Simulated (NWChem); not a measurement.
# CHBrCl$_{2}$; SMILES ClC(Br)Cl

Program: NWChem. Medium grid unless said otherwise, to which SCAN and Minnesota functionals are sensitive. Coordinates come from a PBE0/def2-SVP optimisation. B3LYP is NWChem's, with the RPA form of VWN correlation. Total energies of different functionals are on different scales.

| level | energy (Ha) | highest occupied level (eV) | orbital gap (eV) | dipole (D) | relative time |
|---|---|---|---|---|---|
| LDA (Slater exchange, VWN5)/def2-TZVPD | -3526.4437 | -7.33 | 4.64 | 0.98 | 1 |
| PBE/def2-TZVPD | -3532.4880 | -7.18 | 4.67 | 0.96 | 1 |
| BLYP/def2-TZVPD | -3533.2979 | -7.02 | 4.60 | 0.95 | 1 |
| TPSS/def2-TZVPD | -3533.2507 | -7.30 | 4.89 | 0.99 | 1 |
| r2SCAN/def2-TZVPD | -3533.1957 | -7.51 | 5.14 | 1.01 | 1 |
| B3LYP/def2-TZVPD | -3533.3487 | -8.25 | 6.45 | 1.00 | 1 |
| PBE0/def2-TZVPD | -3532.6492 | -8.52 | 6.99 | 1.01 | 1 |
| M06-2X/def2-TZVPD | -3533.2837 | -9.79 | 9.13 | 1.02 | 1 |
| CAM-B3LYP/def2-TZVPD | -3533.4227 | -9.87 | 9.42 | 1.02 | 20 |
| Hartree-Fock/def2-TZVPD | -3529.8821 | -11.58 | 12.90 | 1.12 | 1 |

The last column is a rough cost ratio, cheapest run = 1.
